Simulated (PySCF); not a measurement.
# Polarisability and C₆ of Co⁺ (cobalt, charge +1)

[Ar] 3d8, high-spin 3F determinant. All numbers are calculated (PySCF 2.14, no relativity, point nucleus, in def2-TZVPPD (6s6p4d2f1g, 67 functions)). Coupled (time-dependent) response in atomic units; α is the mean over directions.

```tsv
method	mean α (bohr³)	C₆ (like pair)	S(−4)
wB97M-V	7.164	16.26	93.21
```

S(−4) is the Cauchy moment in α(ω) = α(0) + S(−4) ω² + …

α(iu) at wB97M-V:

```tsv
u (hartree)	α(iu) (bohr³)
0	7.164
0.0500	6.940
0.100	6.370
0.200	4.947
0.300	3.815
0.500	2.568
0.750	1.900
1.00	1.572
1.50	1.226
2.00	1.012
3.00	0.7190
5.00	0.3928
```

A single London oscillator, α(iu) = α/(1 + u²/ω²), gives C₆ = (3/4) ω α². Matching the computed C₆ needs ω = 4 × 16.26 / (3 × 7.164²) = 0.422 hartree.

For an ion, C₆ is the dispersion term alone; charge-induced terms of lower order in 1/R come first.
